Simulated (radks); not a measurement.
Problem. Cd IV, 45 electrons, occupied as [Kr] 4d9. Calculated with a radial shooting solver on a logarithmic mesh with Libxc functionals: scalar-relativistic Kohn-Sham, PBE, spin-polarised, spherical densities, point nucleus; open shells are filled with parallel spins first (spin-orbit coupling, left out, can overturn this in heavy ions). Some entries of the table are withheld. Estimate them.

orbital  occ.  eigenvalue (eV)  <r> (bohr)  <r^2> (bohr^2)
1s down     1        -26562.01     0.03040        0.001250
1s up       1        -26562.01     0.03040        0.001250
2s up       1        -3974.317      0.1317         0.02043
2s down     1        -3974.098      0.1317         0.02043
2p up       3        -3569.750      0.1149         0.01611
2p down     3        -3569.583      0.1149         0.01611
3s up       1        -770.0674      0.3583          0.1468
3s down     1        -769.9609      0.3583          0.1468
3p up       3        -637.3760      0.3571          0.1480
3p down     3        -637.2535      0.3570          0.1480
3d up       5        -429.7895      0.3347             (1)
3d down     5        -429.5955      0.3347             (2)
4s up       1        -141.8311      0.8760          0.8683
4s down     1        -141.0145      0.8756          0.8678
4p up       3        -102.6706      0.9523           1.036
4p down     3        -101.8363      0.9522           1.036
4d up       5         -46.2070       1.196           1.690
4d down     4         -45.4077       1.199           1.702

Solution. 
(1) 3d up <r^2> (bohr^2): 0.1333
(2) 3d down <r^2> (bohr^2): 0.1332
